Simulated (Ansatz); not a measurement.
Ansatz (a program for electronic structure) was given this input:
Ansatz 0.2 input:
```yaml
crystal:
  periodic: [false, false, false]
  atoms:
    - {symbol: O, position_ang: [-0.00000000, -0.00000000, -0.10703614]}
    - {symbol: H, position_ang: [0.00000000, 0.00000000, 0.85628915]}
basis:
  gaussian:
    orbitals: STO-3G
magnetization: {spin_polarized: true, initial_magnetization: 1}
correlation: {method: mp2, electrons: outside_noble_gas}
```

Problem. Predict the number of basis functions from MP2/STO-3G run with Ansatz.

Solution. 6

Problem. What is the computed MP2 correlation energy (MP2/STO-3G)?

Solution. -0.0155 Eh

Problem. Predict the SCF-reference <S^2> from MP2/STO-3G.

Solution. 0.753
